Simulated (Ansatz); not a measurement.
ClH3NOSi (`N[Si](O)Cl`) radical, relaxed with UKS PBE0-D4/def2-TZVP in Ansatz 0.2.0 from a GFN2-xTB geometry. The force threshold is 0.005 eV/Å; the program also tests the step.

Charge 0, multiplicity 2.

Start:

```xyz
7

N     0.696   -0.662   -0.634
Si   -0.797    0.045   -0.140
O    -0.728    0.276    1.473
Cl   -1.211    1.909   -0.859
H     1.556   -0.251   -0.291
H     0.810   -0.943   -1.594
H    -0.326   -0.374    2.044
```

```json
{"step": "1", "energy (eV)": "-23979.5211", "largest force (eV/Å)": "0.617", "largest move (Å)": "0.000"}
{"step": "2", "energy (eV)": "-23979.5379", "largest force (eV/Å)": "0.278", "largest move (Å)": "0.042"}
{"step": "3", "energy (eV)": "-23979.5440", "largest force (eV/Å)": "0.200", "largest move (Å)": "0.029"}
{"step": "4", "energy (eV)": "-23979.5481", "largest force (eV/Å)": "0.155", "largest move (Å)": "0.033"}
{"step": "5", "energy (eV)": "-23979.5502", "largest force (eV/Å)": "0.107", "largest move (Å)": "0.016"}
{"step": "6", "energy (eV)": "-23979.5507", "largest force (eV/Å)": "0.026", "largest move (Å)": "0.015"}
{"step": "7", "energy (eV)": "-23979.5508", "largest force (eV/Å)": "0.045", "largest move (Å)": "0.011"}
{"step": "8", "energy (eV)": "-23979.5508", "largest force (eV/Å)": "0.008", "largest move (Å)": "0.002"}
{"step": "9", "energy (eV)": "-23979.5508", "largest force (eV/Å)": "0.003", "largest move (Å)": "0.002"}
```

End:

```xyz
7

N     0.708   -0.614   -0.640
Si   -0.770    0.055   -0.115
O    -0.679    0.314    1.504
Cl   -1.235    1.917   -0.883
H     1.586   -0.227   -0.321
H     0.787   -1.001   -1.567
H    -0.397   -0.444    2.022
```

Run time 37 s (2 threads of an AMD EPYC 7R13 on a shared host); peak host memory 0.48 GiB.
